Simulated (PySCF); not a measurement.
Two structures of SiNH₅ClF, singlet, reached by relaxing down either side of one saddle point (PBE0-D4/def2-TZVP). Energies are electronic, without zero-point energy. PySCF 2.14 with density fitting (its default auxiliary sets; JK sets also for MP2 and CCSD(T)); basis: def2-TZVPP and def2-QZVPP; cores frozen in the correlated methods. Extrapolation: Hartree–Fock as exp(−7.88 √X), correlation as X^−2.97. First:

```csv
atom,x (Å),y (Å),z (Å)
Si1,-0.5721,-0.8130,-0.2685
Cl2,1.2835,-1.5273,0.4201
H3,-0.9494,-1.7290,-1.3635
H4,-1.4473,-0.9000,0.9158
N5,-0.5198,0.7748,-0.8512
H6,1.4582,0.4180,1.4599
F7,1.1999,1.2730,1.7290
H8,-0.2994,1.5248,-0.2120
H9,-0.1809,0.9667,-1.7802
```

Second:

```json
{"atom": "Si1", "x (Å)": "-1.0387", "y (Å)": "0.0641", "z (Å)": "0.4077"}
{"atom": "Cl2", "x (Å)": "2.5864", "y (Å)": "-1.2711", "z (Å)": "-0.3788"}
{"atom": "H3", "x (Å)": "-1.5761", "y (Å)": "-1.2099", "z (Å)": "-0.1115"}
{"atom": "H4", "x (Å)": "-2.0104", "y (Å)": "0.8734", "z (Å)": "1.1722"}
{"atom": "N5", "x (Å)": "-0.4373", "y (Å)": "0.9922", "z (Å)": "-0.8714"}
{"atom": "H6", "x (Å)": "1.8038", "y (Å)": "-0.9479", "z (Å)": "0.5909"}
{"atom": "F7", "x (Å)": "0.0967", "y (Å)": "-0.3738", "z (Å)": "1.4791"}
{"atom": "H8", "x (Å)": "-0.2702", "y (Å)": "1.9800", "z (Å)": "-0.7742"}
{"atom": "H9", "x (Å)": "0.1395", "y (Å)": "0.5847", "z (Å)": "-1.5900"}
```

Question: Which bonds change from the first to the second?

Answer: SiNH₄Cl ([NH2][SiH2][Cl]) + HF → SiNH₄F ([NH2][SiH2][F]) + HCl; bonds formed: Si1–F7, Cl2–H6; bonds broken: Si1–Cl2, H6–F7.

Question: Give the saddle point's structure and its height above each. (An estimate is asked for; the value comes from the calculation.)

Answer: The calculation gives: 1.276 eV above the first and 1.644 eV above the second (CCSD(T) at an estimated basis limit (MP2 extrapolated from triple and quadruple zeta, plus CCSD(T) − MP2 in triple zeta)).
```tsv
atom	x (Å)	y (Å)	z (Å)
Si1	-0.4056	-0.3211	0.0090
Cl2	1.3474	-1.9640	0.7038
H3	-0.6539	-1.2913	-1.0849
H4	-1.4043	-0.5363	1.0721
N5	-0.3457	1.1130	-0.8828
H6	1.3130	-0.5699	1.3045
F7	0.7571	0.4445	1.2670
H8	-0.0876	2.0128	-0.5165
H9	-0.5205	1.1124	-1.8721
```

T1 diagnostic: at most 0.012.

Labels in which every atom is bracketed show which atoms are joined, not bond orders.

For scale, one of the runs: CCSD(T)/def2-TZVPP, 216 basis functions, launched by `OMP_NUM_THREADS=4 python run.py`. Hardware: 4 CPU threads of an AMD EPYC 7B13, shared host. Wall time 5.7 min; peak host memory 3.4 GiB.
